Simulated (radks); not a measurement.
Spherical jellium clusters: N electrons in a uniform positive sphere of charge N and radius rs N^(1/3), rs = 2.43 bohr. Method: non-relativistic Kohn-Sham, PBEsol, spin-polarised, spherical densities; computed with a radial shooting solver with Libxc functionals. Levels are named by radial order and angular momentum (1s, 1p, 1d, 2s, ...), and open shells are averaged over m.

N = 40, configuration 1s2 1p6 1d10 2s2 1f14 2p6. This is the lowest configuration that the search found. Occupied and some empty levels:

| level | occupation | eigenvalue (eV) | <r> (bohr) |
|---|---|---|---|
| 1s | 2 | -10.202 | 5.051 |
| 1p | 6 | -8.8236 | 5.905 |
| 1d | 10 | -7.0379 | 6.530 |
| 2s | 2 | -6.0220 | 5.370 |
| 1f | 14 | -4.9408 | 7.078 |
| 2p | 6 | -3.7134 | 6.493 |
| 1g | 0 | -2.6165 | 7.648 |
| 2d | 0 | -1.5562 | 8.142 |
| 3s | 0 | -1.3867 | 8.707 |

Energy (eV): total -44.7078, kinetic 169.79, external -6143.3, Hartree 3007.8, exchange-correlation -222.39, background 3143.4.
